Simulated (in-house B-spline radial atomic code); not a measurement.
Configurations of the potassium ion K⁴⁺, with energies counted from [Ne] 3s2 3p3. Level of theory: Dirac-Hartree-Fock, average of configuration, Fermi nucleus of rms radius 3.4349 fm; calculated with an all-electron radial atomic-structure program (B-spline basis). Energies include first-order Breit, QED and recoil terms.

Occupations are held fixed; configurations that lie above the ionisation limit could autoionise.

```csv
configuration,E - E(ref) (eV),highest orbital,its <r> (bohr)
[Ne] 3s1 3p4,20.302,3p3/2,1.252
[Ne] 3s2 3p2 5d1,63.341,5d5/2,5.932
[Ne] 3s2 3p2 5f1,65.132,5f7/2,6.11
[Ne] 3s2 3p2 6f1,69.385,6f7/2,9.367
[Ne] 3s2 3p2 7f1,71.95,7f7/2,13.23
[Ne] 3s2 3p2 7g1,72.059,7g9/2,12.68
[Ne] 3s1 3p3 5g1,84.735,5g9/2,5.488
[Ne] 3s1 3p3 7g1,91.401,7g9/2,12.67
```

Task: Order these further configurations by energy, lowest first.
A. [Ne] 3s1 3p3 4f1
B. [Ne] 3s2 3p2 6s1
C. [Ne] 3s2 3p2 6d1
D. [Ne] 3s1 3p3 6f1
E. [Ne] 3s2 3p2 7d1

Result: B (65.292 eV), C (68.402 eV), E (71.351 eV), A (76.665 eV), D (88.715 eV).

Task: How far above the reference does [Ne] 3s2 3p2 4f1 lie?

Result: 57.356 eV; its least bound orbital is 4f7/2 with <r> = 3.464 bohr.

Task: How far above the reference does [Ne] 3s1 3p3 6d1 lie?

Result: 87.726 eV; its least bound orbital is 6d5/2 with <r> = 9.019 bohr.

Task: How far above the reference does [Ne] 3s2 3p2 5g1 lie?

Result: 65.393 eV; its least bound orbital is 5g9/2 with <r> = 5.489 bohr.
